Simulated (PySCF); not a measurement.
Start geometry of `[Cl][In-]([Cl])([Cl])[Cl]` ([InCl4]-) from GFN2-xTB (Å):
```
atom  x, y, z in Å
In1    0.0619   -0.0762    0.0111
Cl2   -0.0064   -0.0300    2.3507
Cl3    2.1586    0.0038   -0.8209
Cl4   -1.0203    1.9356   -0.7774
Cl5   -1.1190   -1.9437   -0.8255
```

What comes out of this run: PBE0-D3(BJ)/def2-SVP geometry optimisation, gas phase, def2 core potentials past Kr (PySCF 2.14.0)?

```
atom  x, y, z in Å
In1    0.0218   -0.0141    0.0015
Cl2   -0.2315   -0.1625    2.3773
Cl3    2.3433    0.0051   -0.5832
Cl4   -1.0256    1.9645   -0.8474
Cl5   -1.0333   -1.9035   -1.0103
```

The energy falls by 0.176 eV over 10 energy and gradient evaluations, the largest force component goes from 0.0381 to 3.0e-04 Eh/bohr, and the atoms move by 0.080 Å rms after alignment. The bond that changes most is In1–Cl3 (ends: indium bonded to 4 Cl; chlorine bonded to In), which lengthens by 0.137 Å. Bonds longer at the end by more than 0.005 Å: 3 of 4; shorter: 1. Among the angles that change most is Cl3–In1–Cl4, from 105.4° to 109.3°. The orientation of the end geometry is arbitrary; only internal coordinates are fixed.

The run used 98 basis functions and 56 SCF cycles in all.

No frequency check. The geometry's basis has no diffuse functions, a weakness for an anion.
